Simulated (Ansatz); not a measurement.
Cost and result for the atomization energy of BClH$_{4}$N$_{2}$, SMILES `NB(N)Cl` (8 atoms, 7 bonds).

The species carries charge 0 and has multiplicity 1. The geometry is a stationary point of PBE0-D4/def2-TZVP. It is one conformer, not always the lowest. Program: Ansatz. All runs use 4 threads of an Arm Neoverse V2 on a shared host. Times are those of one run each, without the atoms' runs, and a repeat can differ threefold. Electronic energies, without spin–orbit coupling; frozen cores. CCSD(T)/CBS adds CCSD(T) − MP2 in def2-TZVPP to the MP2 limit, and its time is that of the two runs behind it. T1 = 0.010. B3LYP takes the VWN-RPA correlation (the form of Gaussian; ORCA's B3LYP/G).

CCSD(T)/CBS is a level of theory with its own doubt, some kJ/mol a heavy atom from the limit and from the frozen cores, so smaller differences don't rank the functionals.

```tsv
level	functions	wall time
revPBE-D4/def2-TZVPP	191	0.95 s
CCSD(T)/def2-SVP	80	1.1 s
PBE-D4/def2-TZVPP (with forces)	191	1.1 s
B3LYP-D4/def2-TZVPP (with forces)	191	1.6 s
r2SCAN-D4/def2-TZVPP (with forces)	191	2.1 s
PBE-QIDH/def2-TZVPP	191	2.2 s
B2PLYP/def2-TZVPP	191	2.2 s
B97M-V/def2-TZVPP	191	3.3 s
ωB97X-V/def2-TZVPP	191	3.4 s
ωB97M-V/def2-TZVPP (with forces)	191	4.4 s
MP2/def2-QZVPP	361	7 s
CCSD(T)/def2-TZVPP	191	24 s
CCSD(T)/CBS(def2)	–	31 s
```

Problem. What atomization energy does each give, and how far from CCSD(T)/CBS? (Best estimate.)

Solution. The calculation gave: 
```
                             level  atomization (kJ/mol)  difference from CCSD(T)/CBS  per bond
              revPBE-D4/def2-TZVPP                3014.3                          6.5       0.9
                  CCSD(T)/def2-SVP                2813.0                       -194.8     -27.8
   PBE-D4/def2-TZVPP (with forces)                3100.2                         92.4      13.2
 B3LYP-D4/def2-TZVPP (with forces)                3035.5                         27.7       4.0
r2SCAN-D4/def2-TZVPP (with forces)                3018.8                         11.0       1.6
               PBE-QIDH/def2-TZVPP                2994.3                        -13.5      -1.9
                 B2PLYP/def2-TZVPP                2995.9                        -11.9      -1.7
                 B97M-V/def2-TZVPP                3030.2                         22.4       3.2
                ωB97X-V/def2-TZVPP                3031.0                         23.2       3.3
  ωB97M-V/def2-TZVPP (with forces)                3044.9                         37.1       5.3
                    MP2/def2-QZVPP                3035.1                         27.3       3.9
                CCSD(T)/def2-TZVPP                2912.3                        -95.5     -13.7
                 CCSD(T)/CBS(def2)                3007.8                          0.0       0.0
```

In def2-TZVPP, CCSD(T) changes the Hartree–Fock value by +779.7 kJ/mol (the triples alone add +47.8 kJ/mol) and MP2 by +845.8 kJ/mol; breaking electron pairs costs correlation energy, which Hartree–Fock lacks. The D4 term adds +22.0 kJ/mol with B3LYP and +11.3 kJ/mol with PBE0; it sums over pairs of atoms, weighted by their polarisabilities, and B3LYP, whose exchange is more repulsive, gets the larger term. From BLYP to BHLYP (50 % exact exchange), in def2-TZVPP and without D4, the atomization energy moves by −89.8 kJ/mol: exact exchange takes away binding that semilocal exchange gives to molecules.
